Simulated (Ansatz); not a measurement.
Molecule: CdF₂ (charge -1, doublet). The spin state was set by rule; other spins were not relaxed. 
Geometry from a B3LYP-D3(BJ)/def2-TZVP (Ansatz, an electronic-structure program) optimisation:
```xyz
3

Cd     0.2902     0.0012    -0.0413
F     -0.9476     1.3752    -1.0698
F     -0.6000    -1.3816     1.2902
```
Charge -1, spin multiplicity 2.

Basis-set convergence of Hartree-Fock and CCSD(T) correlation energies (hartree) with Ansatz. Cores are frozen in the correlated levels unless marked. Open shells are spin-unrestricted. Spin-orbit coupling is left out. Frozen are the shells of the preceding noble gas and the d and f shells that filled before the atom's block. Past Kr the def2 sets carry scalar-relativistic core potentials.

```csv
basis,functions,E(HF),"E(corr, CCSD(T))"
def2-SVPD,80,-365.62815,-0.70508
def2-TZVPPD,136,(withheld),(withheld)
```

Problem. Complete the blanks.

Solution. 
- def2-TZVPPD, E(HF): -365.89747
- def2-TZVPPD, E(corr, CCSD(T)): -0.96472
